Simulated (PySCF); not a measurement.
Geometry:
```
atom   x (Å)   y (Å)   z (Å)
  N1   3.475  -0.536   0.219
  C2   2.386   0.001  -0.106
 Si3   0.730  -0.094   0.819
  C4  -0.673  -1.011  -0.086
  C5  -1.851  -0.107   0.271
  C6  -1.331   1.331   0.280
  O7  -0.016   1.359   0.785
  H8   3.442  -1.078   1.083
  H9   2.433   0.583  -1.027
 H10   0.916  -0.541   2.203
 H11  -0.855  -2.036   0.225
 H12  -0.516  -1.018  -1.165
 H13  -2.687  -0.209  -0.422
 H14  -2.200  -0.358   1.274
 H15  -1.312   1.742  -0.735
 H16  -1.948   1.981   0.906
```

Geometry: GFN2-xTB; GIAO shifts from PySCF 2.14, gas phase, non-relativistic, averaged over equivalent atoms.

At PBE0/pcSseg-1 (171 basis functions, about 60 core-seconds):
| atoms | δ (ppm) |
| --- | --- |
| N1 | 455.2 |
| C2 | 194.8 |
| C6 | 72.5 |
| C5 | 29.2 |
| C4 | 12.6 |
| Si3 | -4.2 |
| O7 | 37.9 |
| H8 | 13.75 |
| H9 | 9.35 |
| H10 | 4.68 |
| H16 | 4.49 |
| H15 | 4.07 |
| H13 | 2.03 |
| H14 | 1.77 |
| H11 | 0.96 |
| H12 | 0.92 |

Chemical shifts δ = σref − σ; ¹⁵N (267.73 ppm) against NH3; ¹³C (186.93 ppm) and ²⁹Si (349.16 ppm) and ¹H (31.72 ppm) against TMS; ¹⁷O (336.08 ppm) against H2O, all at this level.

Problem. Estimate the result of repeating the calculation with OPBE/Sadlej pVTZ.

Solution. 
```json
{"atoms": "N1", "δ at OPBE/Sadlej pVTZ": "401.1", "change": "-54.1"}
{"atoms": "C2", "δ at OPBE/Sadlej pVTZ": "188.5", "change": "-6.3"}
{"atoms": "C6", "δ at OPBE/Sadlej pVTZ": "73.3", "change": "+0.8"}
{"atoms": "C5", "δ at OPBE/Sadlej pVTZ": "30.6", "change": "+1.4"}
{"atoms": "C4", "δ at OPBE/Sadlej pVTZ": "13.5", "change": "+0.9"}
{"atoms": "Si3", "δ at OPBE/Sadlej pVTZ": "-8.5", "change": "-4.3"}
{"atoms": "O7", "δ at OPBE/Sadlej pVTZ": "44.3", "change": "+6.4"}
{"atoms": "H8", "δ at OPBE/Sadlej pVTZ": "13.17", "change": "-0.58"}
{"atoms": "H9", "δ at OPBE/Sadlej pVTZ": "9.83", "change": "+0.48"}
{"atoms": "H10", "δ at OPBE/Sadlej pVTZ": "5.27", "change": "+0.59"}
{"atoms": "H16", "δ at OPBE/Sadlej pVTZ": "4.68", "change": "+0.19"}
{"atoms": "H15", "δ at OPBE/Sadlej pVTZ": "4.26", "change": "+0.19"}
{"atoms": "H13", "δ at OPBE/Sadlej pVTZ": "2.38", "change": "+0.35"}
{"atoms": "H14", "δ at OPBE/Sadlej pVTZ": "2.06", "change": "+0.29"}
{"atoms": "H11", "δ at OPBE/Sadlej pVTZ": "1.42", "change": "+0.46"}
{"atoms": "H12", "δ at OPBE/Sadlej pVTZ": "1.20", "change": "+0.28"}
```

Scale: ¹⁵N (272.44 ppm) against NH3; ¹³C (197.36 ppm), ²⁹Si (357.19 ppm), ¹H (32.00 ppm) vs TMS; H2O for ¹⁷O (337.23 ppm) (reference shieldings calculated alike).

The largest change is at N1 (imine nitrogen). Cost: 257 basis functions, of the order of 5 core-minutes. The order of the carbon signals is the same at both levels.

Experimental scales use liquid or dissolved standards, which lie at an offset from isolated NH3 (liquid NH3: subtract about 20 ppm) and H2O (liquid H2O: subtract about 36 ppm). Unscaled 15N shifts of sp2 nitrogen come out 20 to 40 ppm too high even then.
